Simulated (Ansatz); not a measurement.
`[AlH2][C@@H]1O[Si@H]1Cl` + HI → `[AlH2][I]` + `Cl[SiH]1CO1` at 700 K and 1 bar (ligand exchange at the Al–C bond).

Isolated molecules relaxed with PBE0-D4/def2-TZVP in Ansatz; ΔE leaves out vibrations. CCSD(T)/CBS is the MP2 limit (def2-TZVPP, def2-QZVPP) plus CCSD(T) − MP2 in def2-TZVPP, frozen cores. Elements past krypton have def2 core potentials. For I outer-core shells are correlated without core-valence functions, which leaves a few kJ/mol of doubt a bond.

```
                  species  CCSD(T)/CBS energy (Eh)  H − E (kJ/mol)  S (J/(mol·K))
`[AlH2][C@@H]1O[Si@H]1Cl`              -1106.51804           193.6          475.6
                       HI               -298.03592            34.6          231.7
              `[AlH2][I]`               -540.69638            73.4          325.0
            `Cl[SiH]1CO1`               -863.91561           161.8          378.7
```

H − E and S are ideal-gas, rigid-rotor, harmonic terms from PBE0-D4/def2-TZVP, for one conformer and one mirror image of each species. 1 Eh = 2625.50 kJ/mol, R = 8.31446 J/(mol·K).

**Question.** By hand: ΔE, ΔH, ΔS and ΔG.

**Answer.** ΔE = (-540.69638) + (-863.91561) − (-1106.51804) − (-298.03592) = -0.05803 Eh = -152.4 kJ/mol. Δ(H − E) = 73.4 + 161.8 − 193.6 − 34.6 = 7.0, so ΔH = -145.4 kJ/mol. ΔS = 325.0 + 378.7 − 475.6 − 231.7 = -3.6 J/(mol·K). ΔG = -145.4 − 700 × (-3.6)/1000 = -142.9 kJ/mol.

**Question.** By hand: the equilibrium constant, and the temperature at which ΔG would vanish if ΔH and ΔS stayed fixed.

**Answer.** log₁₀ K = −ΔG/(RT ln 10) = 10.7. ΔG = 0 at ΔH/ΔS = 40389 K, far beyond where these terms or the molecules hold.

The number of gas molecules stays the same, so ΔS is small and ΔH decides. A doubt of 5 kJ/mol in ΔE shifts log₁₀ K by 0.4 here. Other conformers and mirror images would add mixing entropy, several J/(mol·K) or more a flexible species. These are equilibria of isolated gas molecules and say nothing of rates. Largest T1 diagnostic: 0.013 (customary marks: 0.02 for closed shells, 0.045 for open ones).
